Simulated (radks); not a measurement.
Spherical jellium clusters: N electrons in a uniform positive sphere of charge N and radius rs N^(1/3), rs = 2.78 bohr. Method: non-relativistic Kohn-Sham, LDA (Slater exchange, Perdew-Wang correlation), spin-polarised, spherical densities; computed with a radial shooting solver with Libxc functionals. Levels are named by radial order and angular momentum (1s, 1p, 1d, 2s, ...), and open shells are averaged over m. Each electron was tried in the lowest free levels, single moves between levels near the top were tried too, and the lowest total energy was kept; such a search can miss a lower state. Energies include the self-energy of the background; IP and EA are vertical (highest electron removed, lowest free level filled), at fixed background; spill-out counts the electrons outside the background radius R, and alpha is the static dipole polarisability from linear response (closed shells only). A dash means not computed or, for alpha, an open shell; in EA it means that no bound solution was reached, which is typical of self-interaction and does not show that the anion is unstable. Real open-shell clusters deform, which this model forbids.

N,open shells,2S,E/N (eV),E(N+1) + E(N-1) - 2E(N) (eV),EA (eV),-e(HOMO) (eV),spill-out (e),alpha/R^3
1,"1s(up 1, down 0)",1,-0.684,-,-,3.720,0.51,-
2,none,0,-1.388,1.938,-,4.212,0.73,2.033
3,"1p(up 1, down 0)",1,-0.976,-0.900,-,2.352,1.11,-
4,"1p(up 2, down 0)",2,-0.996,-0.756,-,3.163,1.35,-
5,"1p(up 3, down 0)",3,-1.159,0.338,-,3.717,1.52,-
6,"1p(up 3, down 1)",2,-1.211,-0.615,-,3.389,1.69,-
7,"1p(up 3, down 2)",1,-1.336,-0.465,2.008,3.870,1.83,-
8,none,0,-1.488,2.233,-,4.224,1.95,1.687
9,"1d(up 1, down 0)",1,-1.359,-0.411,-,2.136,2.19,-
10,"1d(up 2, down 0)",2,-1.296,-0.376,-,2.570,2.38,-
11,"1d(up 3, down 0)",3,-1.279,-0.337,-,2.924,2.54,-
12,"1d(up 4, down 0)",4,-1.293,-0.299,1.597,3.220,2.68,-
13,"1d(up 5, down 0)",5,-1.327,0.409,-,3.471,2.80,-
14,"1d(up 5, down 0) 2s(up 1, down 0)",6,-1.328,-0.212,1.498,3.132,3.08,-
15,"1d(up 5, down 2)",3,-1.342,-0.315,1.773,3.315,3.05,-
16,"1d(up 5, down 3)",2,-1.375,-0.236,2.011,3.549,3.16,-
17,"1d(up 5, down 4)",1,-1.417,-0.210,2.219,3.751,3.26,-
18,none,0,-1.466,0.258,2.044,3.927,3.35,1.522
19,"2s(up 1, down 0)",1,-1.497,0.216,1.939,3.678,3.55,-
20,none,0,-1.514,1.202,-,3.534,3.79,1.575
21,"1f(up 1, down 0)",1,-1.472,-0.215,-,2.403,3.92,-
22,"1f(up 2, down 0)",2,-1.443,-0.201,-,2.611,4.04,-
23,"1f(up 3, down 0)",3,-1.426,-0.187,1.412,2.797,4.15,-
24,"1f(up 4, down 0)",4,-1.418,-,1.586,2.966,4.25,-

All shells are closed at N = 2, 8, 18, 20 (there: 1s2 1p6 1d10 2s2); the second difference of the energy has clear peaks (12 % above both neighbours; the first and last values, which can be the largest, are not judged, and half-filled shells can peak too) at N = 5, 8, 13, 18, 20.
